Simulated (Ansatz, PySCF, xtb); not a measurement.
Process, species as SMILES: FC(F)=CCl + 5 [H][H] (H2) -> 2 C (CH4) + Cl (HCl) + 2 F (HF)
Geometries: B3LYP-D3(BJ)/def2-TZVP minima from Ansatz (an electronic-structure program).

Quantity: energy of full hydrogenation (enthalpy at 298 K, with B3LYP-D3(BJ) rigid-rotor harmonic-oscillator terms from PySCF), in kcal/mol. Cores are frozen in the correlated levels unless marked. No spin-orbit coupling. Non-relativistic. CBS(X,Y): correlation extrapolated as X^-3; Hartree-Fock from the larger set. [CCSD(T)-MP2]/basis is that difference in the basis named.

```csv
level,program,energy of full hydrogenation (kcal/mol),minus last row
GFN2-xTB,xtb,-86.5,18.4
HF/cc-pV(T+d)Z,Ansatz,-110.9,-6.0
HF/cc-pV(Q+d)Z,Ansatz,-111.8,-6.9
revPBE-D4/def2-TZVPD,Ansatz + dftd4,-90.5,14.4
revPBE/def2-TZVPD,Ansatz,-94.5,10.4
PBE0/STO-3G,Ansatz,-38.1,66.8
PBE0-D4/def2-TZVPD,Ansatz + dftd4,-102.9,2.0
r2SCAN0-D4/def2-TZVPD,Ansatz + dftd4,-102.8,2.1
HSE06-D4/def2-TZVPD,Ansatz + dftd4,-102.8,2.1
CAM-B3LYP/def2-TZVPD,Ansatz,-102.5,2.4
LC-wPBE/def2-TZVPD,Ansatz,-106.7,-1.8
B2PLYP-D3(BJ)/def2-TZVPD,Ansatz + dftd3,-99.7,5.2
RPA@PBE/cc-pV(T+d)Z,Ansatz,-97.1,7.8
SCS-MP2/STO-3G,Ansatz,-42.9,62.0
SCS-MP2/aug-cc-pV(D+d)Z,Ansatz,-112.4,-7.5
CCSD/6-31G,Ansatz,-90.2,14.7
CCSD/aug-cc-pV(D+d)Z,Ansatz,-115.6,-10.7
CCSD(T)/aug-cc-pV(D+d)Z,Ansatz,-111.7,-6.8
CCSD(T)/cc-pV(T+d)Z,Ansatz,-102.4,2.5
"RI-MP2/CBS(cc-pV(T+d)Z,cc-pV(Q+d)Z)+[CCSD(T)-MP2]/cc-pV(D+d)Z",Ansatz,-105.2,-0.3
"CCSD(T)/CBS(cc-pV(T+d)Z,cc-pV(Q+d)Z)",Ansatz,-104.9,0.0
```
